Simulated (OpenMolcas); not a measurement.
Mn3+ among 4 point charges of -2 e arranged as a square (D4h).

| Quantity | Value |
| --- | --- |
| Program | OpenMolcas 26.06 |
| Method | CASSCF |
| Basis | ANO-RCC-VDZP [5s4p2d1f] |
| Scalar Hamiltonian | DKH2, point nucleus |
| Active space | 4 electrons in 5 orbitals (3d) |
| State averaging | 2S+1 = 5 even, 5 roots; 2S+1 = 3 even, 45 roots; 2S+1 = 1 even, 50 roots |
| Spin-orbit coupling | RASSI with atomic mean-field integrals over the reference wave functions |

All point charges move together. At R = 1.65 Å the first state of the same spin is 7282 cm-1, and at R = 1.75 Å it is 5680 cm-1.

Question: A third run gives 4461 cm-1. What distance was it run at?

Answer: With a power law R^-n the two known points give n = -ln(5680 / 7282) / ln(1.75 / 1.65) = 4.22. Then R = 1.65 × (7282 / 4461)^(1/4.22) = 1.853 Å. The run was at 1.85 Å, so the estimate is off by +0.003 Å.

Without dynamic correlation the repulsion within the d shell is too large (B by tens of per cent), so at a given field states of lower spin stand too high. This is an electrostatic model: the charges have no orbitals. No measured value stands beside these numbers.
